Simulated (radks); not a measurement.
Values are calculated unless marked as measured or tabulated.
Spherical quantum dot in the effective-mass picture: electrons in a hard-walled sphere of radius 2.31, with a point charge +2 (a donor) at the centre, all in effective atomic units (hartree* = m*/eps^2 hartree, bohr* = eps/m* bohr), one dielectric constant everywhere. Level of theory: non-relativistic Kohn-Sham, r2SCAN, spin-polarised, spherical densities, generalised Kohn-Sham scheme (a radial shooting solver with Libxc functionals). Levels are named by radial order and angular momentum (1s, 1p, 1d, 2s, ...), and open shells are averaged over m.

N = 26, configuration 1s2 1p6 1d10 2s2 1f(up 6, down 0). This is the lowest configuration that the search found. Occupied and some empty levels:

| level | occupation | eigenvalue (hartree*) | <r> (bohr*) |
|---|---|---|---|
| 1s up | 1 | 14.194 | 1.340 |
| 1s down | 1 | 14.284 | 1.301 |
| 1p up | 3 | 14.907 | 1.551 |
| 1p down | 3 | 15.045 | 1.540 |
| 1d up | 5 | 15.865 | 1.626 |
| 1d down | 5 | 16.027 | 1.620 |
| 2s up | 1 | 16.223 | 0.9270 |
| 2s down | 1 | 16.284 | 0.9572 |
| 1f up | 6 | 17.127 | 1.680 |
| 1f down | 0 | 17.309 | 1.677 |
| 1g up | 0 | 18.676 | 1.723 |
| 1g down | 0 | 18.875 | 1.722 |
| 2p up | 0 | 18.960 | 1.164 |
| 2p down | 0 | 19.022 | 1.167 |
| 2d up | 0 | 21.186 | 1.303 |
| 2d down | 0 | 21.279 | 1.301 |

Energy (hartree*): total 222.756, kinetic 85.000, external -40.022, Hartree 197.36, exchange-correlation -19.583.

Electron density:

| r (bohr*) | n(r) (e/bohr*^3) |
|---|---|
| 0.0638 | 4.761 |
| 0.179 | 3.018 |
| 0.294 | 1.929 |
| 0.409 | 1.249 |
| 0.524 | 0.8300 |
| 0.639 | 0.5832 |
| 0.754 | 0.4558 |
| 0.869 | 0.4188 |
| 0.984 | 0.4485 |
| 1.10 | 0.5291 |
| 1.22 | 0.6430 |
| 1.33 | 0.7646 |
| 1.45 | 0.8662 |
| 1.56 | 0.9171 |
| 1.68 | 0.8892 |
| 1.79 | 0.7683 |
| 1.91 | 0.5675 |
| 2.02 | 0.3326 |
| 2.13 | 0.1290 |
| 2.25 | 0.01511 |
